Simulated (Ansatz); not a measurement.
Program: Ansatz. Geometries: PBE0-D4/def2-TZVP. ΔE: electronic, gas phase. CBS: MP2 limit from def2 TZ/QZ plus the TZ coupled-cluster correction, frozen cores. This one scheme is used for every species. Double bonds are as drawn, so ΔE can hold a change between cis and trans. Functionals use def2-TZVPP. B3LYP here is the variant with VWN-RPA as its local correlation; programs differ in this. Each species was taken in one conformer, which may not be the lowest.

Reaction (ligand exchange at the Si–C bond): `C/C=C(\O)[SiH3]` + `O[Si](O)(F)Cl` → `O[Si](F)(Cl)O[SiH3]` + `C/C=C/O`

```csv
level,ΔE (kJ/mol)
B3LYP-D4,-112.0
SCS-MP2/def2-QZVPP,-116.6
```

Question: What does CCSD(T)/CBS give? (An estimate is asked.)

Answer: Ansatz gave: -109.6 kJ/mol. The listed levels differ from it by -2.4, -7.0 kJ/mol.

Largest T1 diagnostic among the species: 0.012.

In def2-TZVPP, CCSD(T) changes the Hartree–Fock value by +26.7 kJ/mol (the triples alone add +4.6 kJ/mol) and MP2 by +25.9 kJ/mol. From PBE to PBE0 (25 % exact exchange), in def2-TZVPP and without D4, ΔE moves by −7.7 kJ/mol.
